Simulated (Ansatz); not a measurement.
# How methods differ on SnH2F (SMILES [F][SnH2])

SnH2F has 4 atoms, charge 0, and is taken as a doublet. SMILES: `[F][SnH2]`. Geometry: relaxed at PBE0-D4/def2-TZVP.

```
atom    x (Å)    y (Å)    z (Å)
   F  -1.5526  -0.1900   0.6407
  Sn   0.0283  -0.2422  -0.4683
   H   1.1841  -1.0544   0.5241
   H   0.3957   1.4262  -0.7167
```

Quantity: the energy change with the Sn2–H4 bond stretched from 1.726 to 2.590 Å, in eV. The values are calculated.

```tsv
level	kind	program	value (eV)	less FCI/STO-3G	CPU time (all runs)
USVWN5/STO-3G	LDA	Ansatz	2.73	+0.12	3 s
UBLYP/STO-3G	GGA	Ansatz	2.48	-0.13	5.1 s
UPBE/STO-3G	GGA	Ansatz	2.57	-0.04	5 s
U-r2SCAN/STO-3G	meta-GGA	Ansatz	2.73	+0.12	15 s
UB3LYP/STO-3G	global hybrid	Ansatz	2.73	+0.12	5.5 s
UCAM-B3LYP/STO-3G	range-separated hybrid	Ansatz	2.92	+0.31	6.4 s
UB2PLYP/STO-3G	double hybrid	Ansatz	2.84	+0.23	5.9 s
RPA@PBE/STO-3G	RPA	Ansatz	2.65	+0.04	5.7 s
UCCSD/STO-3G	coupled cluster or CI	Ansatz	2.71	+0.10	1.9 s
FCI/STO-3G	exact in the basis	Ansatz	2.61	0.00	7.9 s
```

FCI/STO-3G is exact within its basis and frozen core, so for wave-function methods in that basis the difference is their error; functionals converge differently with the basis, so for them it is only a difference. All-electron rows without a relativistic Hamiltonian named are non-relativistic. The first shape isn't each level's own minimum. The values span 2.48 to 2.92 eV. Spin contamination of the reference (⟨S²⟩ at least 0.1 too high) touches UCAM-B3LYP/STO-3G, UB2PLYP/STO-3G, UCCSD/STO-3G. All rows use very small basis sets, so even the best lies far from the true value. In the correlated wave-function rows the outer d shell of Sn is correlated, in sets not made for it. Times are those of the runs behind each value, whatever else they computed, on shared processors of several kinds: orders of magnitude only.
